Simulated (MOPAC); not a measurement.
MOPAC input (PM3):

```
PM3 1SCF GEO-OK AUX(PRECISION=9) THREADS=1
HBeCl

Be   -0.00000000 1   -0.00000000 1   -1.33525800 1
H    -0.00000000 1   -0.00000000 1   -2.65794000 1
Cl    0.00000000 1    0.00000000 1    0.47052800 1
```

Output:

```
 *******************************************************************************
 **                                                                           **
 **                              MOPAC v23.2.5                                **
 **                                                                           **
 *******************************************************************************
 ** MOPAC's Digital Object Identifier: https://doi.org/10.5281/zenodo.6511958 **
 **                                                                           **
 ** Please cite the open-source release paper for use of this MOPAC version:  **
 ** J. E. Moussa and J. J. P. Stewart (2026)                                  **
 ** MOPAC: An open-source semiempirical molecular orbital program             **
 ** J. Open Source Softw., 11(119), 8025, https://doi.org/10.21105/joss.08025 **
 *******************************************************************************

                              PM3 CALCULATION RESULTS

 *******************************************************************************
 *  PM3        - The PM3 Hamiltonian to be used
 *  GEO-OK     - OVERRIDE INTERATOMIC DISTANCE AND OTHER SAFETY CHECKS
 *  1SCF       - DO 1 SCF AND THEN STOP
 *  AUX        - OUTPUT AUXILIARY INFORMATION
 *******************************************************************************
PM3 1SCF GEO-OK AUX(PRECISION=9) THREADS=1
 HBeCl

   ATOM   CHEMICAL          X               Y               Z
  NUMBER   SYMBOL      (ANGSTROMS)     (ANGSTROMS)     (ANGSTROMS)

     1      Be         -0.00000000  *  -0.00000000  *  -1.33525800  *
     2       H         -0.00000000  *  -0.00000000  *  -2.65794000  *
     3      Cl          0.00000000  *   0.00000000  *   0.47052800  *

          CARTESIAN COORDINATES

    NO.       ATOM           X           Y           Z

     1        Be         -0.0000     -0.0000     -1.3353
     2         H         -0.0000     -0.0000     -2.6579
     3        Cl          0.0000      0.0000      0.4705

  H: (PM3): J. J. P. STEWART, J. COMP. CHEM. 10, 209 (1989).
 Be: (PM3): J. J. P. STEWART, J. COMP. CHEM. 10, 209 (1989).
 Cl: (PM3): J. J. P. STEWART, J. COMP. CHEM. 10, 209 (1989).

           Empirical Formula: H Be Cl  =     3 atoms

      MOLECULAR POINT GROUP   :   C*v

      RHF CALCULATION, NO. OF DOUBLY OCCUPIED LEVELS = 5

 -------------------------------------------------------------------------------
 PM3 1SCF GEO-OK AUX(PRECISION=9) THREADS=1
 HBeCl

     1SCF WAS SPECIFIED, SO BFGS WAS NOT USED
     SCF FIELD WAS ACHIEVED

                              PM3 CALCULATION
                                                       MOPAC v23.2.5 Linux

          FINAL HEAT OF FORMATION =        -25.39024 KCAL/MOL =    -106.23274 KJ/MOL

          COSMO AREA              =         81.52 SQUARE ANGSTROMS
          COSMO VOLUME            =         65.21 CUBIC ANGSTROMS

          IONIZATION POTENTIAL    =         11.051237 EV
          HOMO LUMO ENERGIES (EV) =        -11.051  0.708
          NO. OF FILLED LEVELS    =          5
          MOLECULAR WEIGHT        =         45.4731         POINT GROUP:  C*v

          MOLECULAR DIMENSIONS (Angstroms)

            Atom       Atom       Distance
           Cl     3    H     2     3.12847
           Cl     3    H     2     0.00000
           Be     1    H     2     0.00000

          SCF CALCULATIONS        =          1

   ATOM   CHEMICAL          X               Y               Z
  NUMBER   SYMBOL      (ANGSTROMS)     (ANGSTROMS)     (ANGSTROMS)

     1      Be         -0.00000000  *  -0.00000000  *  -1.33525800  *
     2       H         -0.00000000  *  -0.00000000  *  -2.65794000  *
     3      Cl          0.00000000  *   0.00000000  *   0.47052800  *

                             CARTESIAN COORDINATES

   1   Be       -0.000000000    -0.000000000    -1.335258000
   2    H       -0.000000000    -0.000000000    -2.657940000
   3   Cl        0.000000000     0.000000000     0.470528000

           Empirical Formula: H Be Cl  =     3 atoms

      MOLECULAR POINT GROUP   :   C*v

                  EIGENVALUES
 -55.46463 -14.34997 -12.13937 -11.05124 -11.05124   0.70759   2.60513   2.60513
   3.75365

              NET ATOMIC CHARGES AND DIPOLE CONTRIBUTIONS

  ATOM NO.   TYPE          CHARGE      No. of ELECS.   s-Pop       p-Pop
    1         Be           0.606233        1.3938     0.86661     0.52715
    2          H          -0.144329        1.1443     1.14433
    3         Cl          -0.461904        7.4619     1.96672     5.49518
 DIPOLE           X         Y         Z       TOTAL
 POINT-CHG.     0.000     0.000    -3.089     3.089
 HYBRID         0.000    -0.000     0.138     0.138
 SUM            0.000    -0.000    -2.951     2.951

          ATOMIC ORBITAL ELECTRON POPULATIONS

     Atom    s        px        py        pz
    1 Be   0.86661   0.03714   0.03714   0.45287
    2  H   1.14433
    3 Cl   1.96672   1.96286   1.96286   1.56947

 **********************
 *                    *
 * JOB ENDED NORMALLY *
 *                    *
 **********************

 == MOPAC DONE ==
```

The geometry given is a B3LYP-D3(BJ)/def2-TZVP minimum.
